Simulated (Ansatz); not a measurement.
Isolated molecules relaxed with PBE0-D4/def2-TZVP in Ansatz; ΔE leaves out vibrations. CCSD(T)/CBS is the MP2 limit (def2-TZVPP, def2-QZVPP) plus CCSD(T) − MP2 in def2-TZVPP, frozen cores. Functionals use def2-TZVPP. B3LYP here is the variant with VWN-RPA as its local correlation; programs differ in this. For Ge outer-core shells are correlated without core-valence functions, which leaves a few kJ/mol of doubt a bond. Scalar relativity is left out up to krypton. Each species was taken in one conformer, which may not be the lowest.

Consider the substitution at a C–O bond: `C[O][Ge]([OH])([F])[Cl]` + `C1NCS1` → `CN1CSC1` + `[OH][Ge]([OH])([F])[Cl]`.

```csv
level,ΔE (eV)
PBE-D4,-0.45
B3LYP-D4,-0.40
r2SCAN,-0.44
MP2/def2-TZVPP,-0.51
SCS-MP2/def2-TZVPP,-0.45
CCSD/def2-TZVPP,-0.43
CCSD(T)/def2-TZVPP,-0.44
CCSD/CBS(def2),-0.43
```

Problem. What does CCSD(T)/CBS give? (Estimate.)

Solution. Ansatz gave: -0.45 eV. The listed levels differ from it by 0.00, 0.05, 0.01, -0.06, 0.00, 0.02, 0.01, 0.02 eV.

Largest T1 diagnostic among the species: 0.012.

In def2-TZVPP, CCSD(T) changes the Hartree–Fock value by −0.11 eV (the triples alone add −0.02 eV) and MP2 by −0.17 eV.
